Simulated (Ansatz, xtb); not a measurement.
Two isomers of C3H9NO2Si2

We compare I, `N#CCCO[SiH2]O[SiH3]`, a singlet, with II, `CN1C=CO[Si@@H]1[SiH2]O`, a singlet. Both are isolated molecules in the gas phase, relaxed with PBE-D3(BJ)/def2-SVP; each stands in its lowest conformer found.

Estimate E(II) − E(I) at the level CCSD(T)/def2-SVP + ΔMP2/def2-TZVPP.

Calculated at CCSD(T)/def2-SVP + ΔMP2/def2-TZVPP: E(II) − E(I) = +123.0 kJ/mol, so structure I lies lower.

How the difference moves with the method:

```
                             level             geometry  E(II) − E(I) (kJ/mol)  departure from the last row (kJ/mol)  job, with rough time for the two
               PBE-D3(BJ)/def2-SVP  PBE-D3(BJ)/def2-SVP                   +61.3                                 −61.7             optimisation, 1.8 min
                       HF/def2-SVP  PBE-D3(BJ)/def2-SVP                  +159.1                                 +36.1           part of the CCSD(T) run
                      MP2/def2-SVP  PBE-D3(BJ)/def2-SVP                  +148.8                                 +25.8           part of the CCSD(T) run
                  CCSD(T)/def2-SVP  PBE-D3(BJ)/def2-SVP                  +138.9                                 +15.9                      single point
CCSD(T)/def2-SVP + ΔMP2/def2-TZVPP  PBE-D3(BJ)/def2-SVP                  +123.0                                                   single point, 2.4 min
```

As drawn, II has 2 C–N, 1 C=C, 1 Si–Si, 1 N–Si, 1 C–H, 1 O–H in place of 1 C≡N, 2 C–C, 1 O–Si, 2 Si–H. Structure I has no ring, II a 5-membered ring.

None of the levels shown reverses the order. The largest departure from CCSD(T)/def2-SVP + ΔMP2/def2-TZVPP is that of PBE-D3(BJ)/def2-SVP, 61.7 kJ/mol. A small imaginary or near-zero mode remains, so no thermal terms are given. Levels run at GFN2-xTB geometries aren't shown. The last row adds to CCSD(T) the change of the MP2 difference between the two basis sets, here −15.9 kJ/mol, a large step that makes the value less sure.

The correlated steps freeze 16 core orbitals. Programs: Ansatz 0.2.0, xtb 6.7.1; the last row on 4 threads of Arm Neoverse V1 on a shared host.
